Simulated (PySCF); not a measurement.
## Correlation energy of Cu (copper, neutral)

[Ar] 3d9 4s2, 2D determinant (an excited configuration). All numbers are calculated (PySCF 2.14, scalar relativity by spin-free X2C-1e, in x2c-TZVPPall with one added diffuse shell each of s, p, d, f type (7s6p5d3f1g, 80 functions)). Frozen: [Ar]; 11 electrons correlated.

| level | correlation energy (mhartree) |
| --- | --- |
| CCSD | -383.28 |
| (T) | -13.92 |
| CCSD(T) | -397.20 |

Diagnostics: T1 = 0.021, D1 = 0.0598, largest double amplitude 0.065.

Is a single reference adequate?

Yes: T1 lies below 0.03 and no double amplitude reaches 0.07.
